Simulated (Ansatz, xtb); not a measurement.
**Two isomers of C2H5BSe**

Structure a is `B1CC[Se]1`, a singlet and structure b is `CB1C[Se]1`, a singlet. Both are isolated molecules in the gas phase, relaxed with PBE0-D3(BJ)/pcseg-1.

Q: Estimate E(b) − E(a) at the level CCSD(T)/def2-SVP + ΔMP2/def2-TZVPP.

A: Calculated at CCSD(T)/def2-SVP + ΔMP2/def2-TZVPP: E(b) − E(a) = −0.192 eV, so structure b lies lower.

How the difference moves with the method:

```json
{"level": "GFN2-xTB", "geometry": "GFN2-xTB", "E(b) − E(a) (eV)": "+0.373", "departure from the last row (eV)": "+0.565", "job, with rough time for the two": "optimisation, 0.12 s"}
{"level": "HF/STO-3G", "geometry": "GFN2-xTB", "E(b) − E(a) (eV)": "+0.451", "departure from the last row (eV)": "+0.643", "job, with rough time for the two": "single point, 0.34 s"}
{"level": "r2SCAN-D4/def2-SVP", "geometry": "GFN2-xTB", "E(b) − E(a) (eV)": "−0.295", "departure from the last row (eV)": "−0.104", "job, with rough time for the two": "single point, 2.2 s"}
{"level": "PBE0-D3(BJ)/pcseg-1", "geometry": "PBE0-D3(BJ)/pcseg-1", "E(b) − E(a) (eV)": "−0.213", "departure from the last row (eV)": "−0.021", "job, with rough time for the two": "optimisation, 32 s"}
{"level": "HF/def2-SVP", "geometry": "PBE0-D3(BJ)/pcseg-1", "E(b) − E(a) (eV)": "−0.196", "departure from the last row (eV)": "−0.004", "job, with rough time for the two": "part of the CCSD(T) run"}
{"level": "MP2/def2-SVP", "geometry": "PBE0-D3(BJ)/pcseg-1", "E(b) − E(a) (eV)": "−0.253", "departure from the last row (eV)": "−0.061", "job, with rough time for the two": "part of the CCSD(T) run"}
{"level": "CCSD(T)/def2-SVP", "geometry": "PBE0-D3(BJ)/pcseg-1", "E(b) − E(a) (eV)": "−0.202", "departure from the last row (eV)": "−0.011", "job, with rough time for the two": "single point"}
{"level": "CCSD(T)/def2-SVP + ΔMP2/def2-TZVPP", "geometry": "PBE0-D3(BJ)/pcseg-1", "E(b) − E(a) (eV)": "−0.192", "departure from the last row (eV)": "", "job, with rough time for the two": "single point, 18 s"}
```

As drawn, b has 1 C–B, 1 C–H in place of 1 C–C, 1 B–H. Structure a has a 4-membered ring, b a 3-membered ring.

GFN2-xTB, HF/STO-3G put the two in the other order. The largest departure from CCSD(T)/def2-SVP + ΔMP2/def2-TZVPP is that of HF/STO-3G, 0.643 eV. The last row adds to CCSD(T) the change of the MP2 difference between the two basis sets, here +0.011 eV.

With harmonic frequencies from PBE0-D3(BJ)/pcseg-1 (ideal gas, rigid rotor, one conformer each, 600 K, 1 atm): the zero-point term adds −0.016 eV; ΔH is −0.169 and ΔG −0.317 eV.

The correlated steps freeze 12 core orbitals; the filled d shell of Se is correlated, in a basis made for valence electrons. Codes used: Ansatz 0.2.0, xtb 6.7.1; the last row on 2 threads of Intel(R) Xeon(R) Platinum 8488C (Sapphire Rapids) on a shared host.
